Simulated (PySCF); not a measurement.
Telling isomers of C6H8F2O apart by NMR

Non-relativistic, fast rotation and ring inversion assumed for equivalent nuclei, one conformer, in vacuum. Structure optimised with GFN2-xTB; NMR shieldings at PBE0/pcSseg-1/GIAO; PySCF 2.14.

Shifts are taken against calculated references (same method and geometry level): TMS for 1H (σref 31.72) and 13C (σref 186.93). Splittings of carbon signals by F and P are missing where no couplings were computed. Where no couplings were computed, multiplicities follow the n + 1 count of equivalent neighbours, and m marks all less simple cases (inequivalent or close neighbours, rings, F or P nearby). Shifts are as computed. Against solution values, carbons near 30 ppm lie about +3 ppm off and those near 130 ppm about +5 ppm. Of 1211 compounds with measured shifts, 218 miss one by over three times the rms of a fit or turn the order of signals round; such compounds aren't used in these exercises.

(1) Tabulate the signals of `FC(F)[C@H]1CCC=CO1`, `CC#CCCOC(F)F`, `C=C(C=O)[C@H](C)C(F)F`, `C=C(F)[C@@H](F)[C@@H](C)C=O`, `C=C(F)[C@@H](F)[C@H](C)C=O` and their relative energies.

(2) What is the quickest way to tell CC#CCCOC(F)F from C=C(C=O)[C@H](C)C(F)F?

(3) What is the quickest way to tell C=C(F)[C@@H](F)[C@@H](C)C=O from C=C(F)[C@@H](F)[C@H](C)C=O?

(4) What is the quickest way to tell C=C(C=O)[C@H](C)C(F)F from C=C(F)[C@@H](F)[C@H](C)C=O?

Answers

(1) 
```tsv
SMILES	carbon types	δC	δH	E rel. (kcal/mol)
FC(F)[C@H]1CCC=CO1	4×CH 2×CH2	150.5, 119.1, 106.8, 77.7, 24.0, 20.1	6.58 (d, 1H), 6.26 (m, 1H), 5.02 (m, 1H), 4.40 (m, 1H), 2.21 (m, 1H), 2.15 (m, 1H), 2.03 (m, 1H), 1.83 (m, 1H)	0.0
CC#CCCOC(F)F	2×C 1×CH 2×CH2 1×CH3	128.1, 85.6, 79.7, 73.1, 23.8, 4.5	6.21 (m, 1H), 4.02 (t, 2H), 2.77 (t, 2H), 1.97 (s, 3H)	26.6
C=C(C=O)[C@H](C)C(F)F	1×C 3×CH 1×CH2 1×CH3	196.6, 156.1, 145.7, 124.1, 36.2, 18.6	9.73 (s, 1H), 7.19 (br s, 1H), 6.48 (br s, 1H), 6.17 (m, 1H), 3.71 (m, 1H), 1.16 (d, 3H)	2.1
C=C(F)[C@@H](F)[C@@H](C)C=O	1×C 3×CH 1×CH2 1×CH3	206.7, 173.8, 96.7, 95.0, 52.7, 13.8	9.97 (m, 1H), 5.20 (m, 1H), 5.13 (m, 1H), 5.02 (m, 1H), 2.34 (m, 1H), 1.43 (d, 3H)	14.4
C=C(F)[C@@H](F)[C@H](C)C=O	1×C 3×CH 1×CH2 1×CH3	210.0, 172.1, 98.7, 94.1, 51.4, 8.5	10.04 (m, 1H), 5.38 (m, 1H), 5.35 (m, 1H), 5.10 (m, 1H), 2.29 (m, 1H), 1.34 (d, 3H)	13.9
```

Energies are electronic energies at PBE0/pcSseg-1 on these geometries, without zero-point or thermal terms, each for the one conformer computed, which needn't be the lowest.

(2) Both give the same number of carbon signals, but DEPT or the intensities differ. The first has an alkyne carbon (C) at 85.6 ppm, the second an aldehyde carbonyl carbon (CH) at 196.6 ppm. Their most deshielded carbons lie at 128.1 and 196.6 ppm. In the proton spectra the most deshielded non-exchanging signals are 6.21 (m, 1H) and 9.73 (s, 1H).

(3) Both give the same number of carbon signals, with the same numbers of each carbon type, so the positions decide. The first has a methyl carbon (CH3) at 13.8 ppm, the second a methyl carbon (CH3) at 8.5 ppm. Their most deshielded carbons lie at 206.7 and 210.0 ppm.

(4) Both give the same number of carbon signals, with the same numbers of each carbon type, so the positions decide. The first has a β carbon of a C=C–C=O unit (CH2) at 145.7 ppm, the second a terminal =CH2 carbon at 98.7 ppm. Their most deshielded carbons lie at 196.6 and 210.0 ppm.
